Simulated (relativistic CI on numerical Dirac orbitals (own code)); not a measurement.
**Crystal-field levels of Ta³⁺, 5d2**

Calculated by Dirac-Coulomb-Breit CI, KLI orbitals optimised for each configuration, a model potential for QED, valence Slater integrals scaled by 0.65, one configuration in a parametric crystal field (own radial code).

Field parameters in Wybourne normalisation: Td as Oh with Dq negative (B⁴₀ = 21Dq, B⁴₄ = √(5/14) B⁴₀). The field is a parameter set, without covalency.

S and J are read from ⟨S²⟩ = S(S + 1) and ⟨J²⟩ = J(J + 1) of each level; they are not fictitious spins.

Td, 10Dq = -3100 cm⁻¹, the lowest 10 levels:

| E (cm⁻¹) | Degeneracy | Irrep | S | J |
| --- | --- | --- | --- | --- |
| 0.0 | 3 | T2 | 0.97 | 2.25 |
| 1738 | 2 | E | 0.90 | 2.09 |
| 4687 | 1 | A2 | 1.00 | 3.00 |
| 5047 | 3 | T2 | 0.99 | 3.11 |
| 5266 | 3 | T1 | 1.00 | 3.06 |
| 8098 | 3 | T2 | 0.98 | 3.74 |
| 8896 | 1 | A1 | 0.90 | 2.78 |
| 9062 | 2 | E | 0.95 | 3.91 |
| 9462 | 3 | T1 | 0.94 | 3.73 |
| 9966 | 2 | E | 0.43 | 2.39 |

Td, 10Dq = -18050 cm⁻¹, the lowest 16 levels:

| E (cm⁻¹) | Degeneracy | Irrep | S | J |
| --- | --- | --- | --- | --- |
| 0.0 | 3 | T2 | 1.00 | 3.02 |
| 7152 | 2 | E | 0.14 | 2.85 |
| 13765 | 1 | A1 | 0.15 | 3.28 |
| 17658 | 1 | A2 | 1.00 | 3.00 |
| 17983 | 3 | T2 | 0.99 | 3.16 |
| 18710 | 3 | T1 | 0.99 | 3.23 |
| 18807 | 2 | E | 0.95 | 2.82 |
| 23621 | 3 | T1 | 0.97 | 2.40 |
| 23672 | 3 | T2 | 0.93 | 2.50 |
| 23932 | 1 | A1 | 0.94 | 1.97 |
| 24376 | 2 | E | 0.98 | 2.96 |
| 26051 | 3 | T2 | 0.26 | 2.92 |
| 28341 | 3 | T1 | 0.13 | 3.87 |
| 38513 | 2 | E | 0.99 | 2.71 |
| 38673 | 3 | T2 | 0.94 | 2.72 |
| 39663 | 3 | T1 | 0.99 | 3.18 |

Td, 10Dq = -15600 cm⁻¹, the lowest 10 levels:

```tsv
E (cm⁻¹)	Degeneracy	Irrep	S	J
0.0	3	T2	0.99	2.98
6970	2	E	0.21	2.80
13486	1	A1	0.21	3.26
15298	1	A2	1.00	3.00
15627	3	T2	0.99	3.17
16327	3	T1	0.99	3.22
16556	2	E	0.92	2.79
21202	3	T2	0.94	2.55
21224	3	T1	0.96	2.47
21735	1	A1	0.90	2.09
```

Td, 10Dq = -13100 cm⁻¹, the lowest 10 levels:

| E (cm⁻¹) | Degeneracy | Irrep | S | J |
| --- | --- | --- | --- | --- |
| 0.0 | 3 | T2 | 0.99 | 2.93 |
| 6652 | 2 | E | 0.31 | 2.73 |
| 12924 | 1 | A2 | 1.00 | 3.00 |
| 13070 | 1 | A1 | 0.32 | 3.18 |
| 13257 | 3 | T2 | 0.99 | 3.18 |
| 13920 | 3 | T1 | 0.99 | 3.20 |
| 14399 | 2 | E | 0.87 | 2.76 |
| 18654 | 3 | T2 | 0.96 | 2.65 |
| 18793 | 3 | T1 | 0.96 | 2.56 |
| 19300 | 2 | E | 0.97 | 3.17 |

Td, 10Dq = -10600 cm⁻¹, the lowest 10 levels:

| E (cm⁻¹) | Degeneracy | Irrep | S | J |
| --- | --- | --- | --- | --- |
| 0.0 | 3 | T2 | 0.99 | 2.84 |
| 6072 | 2 | E | 0.47 | 2.62 |
| 10602 | 1 | A2 | 1.00 | 3.00 |
| 10946 | 3 | T2 | 0.99 | 3.20 |
| 11553 | 3 | T1 | 1.00 | 3.18 |
| 12429 | 1 | A1 | 0.48 | 3.02 |
| 12519 | 2 | E | 0.77 | 2.75 |
| 16043 | 3 | T2 | 0.98 | 2.82 |
| 16387 | 3 | T1 | 0.96 | 2.69 |
| 16695 | 2 | E | 0.96 | 3.32 |

The free-ion ground term has S = 1. Every field shown keeps that spin.

Levels of this model without a field, named by their leading LS term (the scale mimics covalency, so terms lie below those of the real free ion): 3F_2 0, 3F_3 3874, 3F_4 7327, 3P_0 8929, 1D_2 9679, 3P_1 10998, 1G_4 14952, 3P_2 15289 cm⁻¹.
